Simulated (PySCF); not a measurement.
**One molecule, many inputs**

Molecule: SMILES C[CH+]/C=C\C(F)=C(F)F, [C6H6F3]+; geometry GFN2-xTB.

Bonds (- single, = double, # triple, : aromatic): C1-C2 1.443 Å, C2-C3 1.385 Å, C3=C4 1.387 Å, C4-C5 1.410 Å, C5-F6 1.335 Å, C5=C7 1.372 Å, C7-F8 1.297 Å, C7-F9 1.289 Å. C1 carries H10, H11, H12; C2 carries H13; C3 carries H14; C4 carries H15. Formal charges: C2 +1. Stereochemistry as in C[CH+]/C=C\C(F)=C(F)F.

Total charge +1.

All runs: PySCF 2.14, non-relativistic, gas phase unless a solvent (IEF-PCM) is named; grid level 2, GIAOs and SCF threshold 1e-9 unless changed. The yardstick, PBE0/pcSseg-1, gives these isotropic shieldings σ (ppm, equivalent atoms averaged): C4 19.6, C5 40.7, C3 48.6, C1 148.3, F8 199.9, H15 23.20, H10/H11/H12 28.01.

Problem. What do these inputs give? (1) B97-D/pcSseg-1; (2) BP86/6-31++G**; aux def2-universal-jkfit

Solution. 
```tsv
run	outcome	functions	wall time	C4	C5	C3	C1	F8	H15	H10/H11/H12
1	converged	183	110 s	27.6	37.5	46.8	142.1	185.9	23.76	28.17
2	converged	198	2.1 min	48.6	56.6	65.8	157.1	202.2	23.61	28.24
```

Times are on shared hosts with different chips, so compare them loosely.

Problem. Comment on the technical settings.

Solution. 
- Run 2: The functional and orbital basis differ from the yardstick's, which in itself moves the values. The other auxiliary basis adds little: it changes only the density-fitting error.
